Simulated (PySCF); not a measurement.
Computed shifts of a molecule C₄H₁₀BN, PBE/pcSseg-1 (PySCF), GIAO, gas phase, equivalent atoms averaged, in ppm (number of nuclei): ¹³C: 150.1 (1), 136.0 (1), 36.1 (1), 10.1 (1). ¹⁵N: 129.3 (1). ¹H: 6.69 (1), 6.32 (1), 5.93 (1), 4.18 (1), 3.31 (3), 0.64 (3). References: ¹³C against TMS (σ = 182.0 ppm); ¹¹B against BF3 (σ = 83.9 ppm); ¹⁵N against NH3 (σ = 267.0 ppm); ¹H against TMS (σ = 31.49 ppm), references at their B3LYP-D3(BJ)/def2-TZVP geometries, non-relativistic. Geometry optimised at B3LYP-D3(BJ)/def2-SVP. The values are those of a single conformer.

Task: Pick the molecule that these values belong to.
A) CC1CB(N)C1
B) C=CCB(C)N
C) C=CB(C)NC
D) C=CBN(C)C

Result: C, C=CB(C)NC
